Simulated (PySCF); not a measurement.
Electron correlation in Mn (manganese, neutral)

[Ar] 3d5 4s2, high-spin 6S determinant. All numbers are calculated (PySCF 2.14, the non-relativistic Hamiltonian (point nucleus), in def2-SVP (5s3p2d1f, 31 functions)). Frozen: [Ar]; 7 electrons correlated.

MP2 pair energies summed by pair of shells (mhartree):

```json
{"pair": "3d-3d", "energy": "-43.52", "share (%)": "60.9"}
{"pair": "4s-4s", "energy": "-16.94", "share (%)": "23.7"}
{"pair": "3d-4s", "energy": "-11.02", "share (%)": "15.4"}
```

Total MP2 correlation energy: -71.48 mhartree.

Same-spin part -48.06 and opposite-spin part -23.41 mhartree; SCS-MP2 scales them by 1/3 and 6/5 to -44.12 mhartree.
